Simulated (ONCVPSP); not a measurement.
## Ta (Z = 73): one change to an ONCV potential, before and after

tantalum, optimised norm-conserving Vanderbilt (ONCV), made with ONCVPSP 4.0.1 (LDA (Perdew-Wang 92), fully relativistic). Core [Kr] 4d10 4f14, reference 5s2 5p6 5d3 6s1.75 6p0.25. Waves: 5s+6s: rc 2.15 bohr, ncon 3, nbas 6, qcut 6.4 1/bohr, 3 projectors, debl 1.2 Ha; 5p+6p: rc 2.35 bohr, ncon 4, nbas 8, qcut 5.9 1/bohr, 2 projectors; 5d: rc 1.95 bohr, ncon 4, nbas 7, qcut 4.5 1/bohr, 1 projector; f scattering state at 0.32 Ha: rc 1.95 bohr, ncon 3, nbas 7, qcut 5.5 1/bohr, local. Local part: the f channel. Core correction: Teter function, fcfact 4.75, rcfact 1.65.

Open shells are filled in proportion to 2j + 1.

Change: core correction Teter function, fcfact 1.2, rcfact 1.65.

Cutoffs: the cutoffs (Ha) at which the residual kinetic energy of the hardest occupied pseudo-wave falls to 1 and 0.1 mHa per electron; they do not see the model core or the augmentation charge, which bear on the density cutoff. Errors are all-electron minus pseudo energies relative to the spin-unpolarised reference configuration.

**Question.** What does the change do?

**Answer.** The potential gets neither clearly harder nor softer (20 Ha and 42 Ha → 20 Ha and 42 Ha); of the 4 tests that both files solve, the error grows in 0 and shrinks in 3 by more than 15 % and 0.3 meV (median size 4.6 → 2.8 meV); neither file shows a bound ghost. A model core, the more so a compact one, raises the density cutoff, which this test does not measure.

| quantity | base | changed |
| --- | --- | --- |
| cutoff, loose | 20 Ha | 20 Ha |
| cutoff, tight | 42 Ha | 42 Ha |
| bound ghosts | none | none |
| GHOST(+) flags under 300 eV | none | none |
| error for 5s2 5p6 5d3 6s2 6p0, meV [ΔE -1.03 eV] | -0.1 | -0.1 |
| error for 5s2 5p6 5d3 6s1 6p0, meV [ΔE 7.66 eV] | -2.0 | -1.2 |
| error for 5s2 5p6 5d3 6s0 6p0, meV [ΔE 22.96 eV] | -18 | -12 |
| error for 5s2 5p6 5d3 6s0 6p2, meV [ΔE 7.67 eV] | -7.2 | -4.5 |
| s: phases at 2.18 bohr within 0.05 rad from the reference energy up to (Ha; the scan ends near 5) | to the end of the scan | to the end of the scan |
| p3/2: phases at 2.38 bohr within 0.05 rad from the reference energy up to (Ha; the scan ends near 5) | 3.3 | 3.3 |
| p1/2: phases at 2.38 bohr within 0.05 rad from the reference energy up to (Ha; the scan ends near 5) | 3.4 | 3.4 |
| d5/2: phases at 1.98 bohr within 0.05 rad from the reference energy up to (Ha; the scan ends near 5) | 0.8 | 0.8 |
| d3/2: phases at 1.98 bohr within 0.05 rad from the reference energy up to (Ha; the scan ends near 5) | 0.6 | 0.6 |
| f7/2: phases at 1.98 bohr within 0.05 rad from the reference energy up to (Ha; the scan ends near 5) | 0.8 | 0.8 |
| f5/2: phases at 1.98 bohr within 0.05 rad from the reference energy up to (Ha; the scan ends near 5) | 0.9 | 0.9 |
| rms error of d²Exc/dni dnj with the model core, mHa | 2.00 | 5.27 |
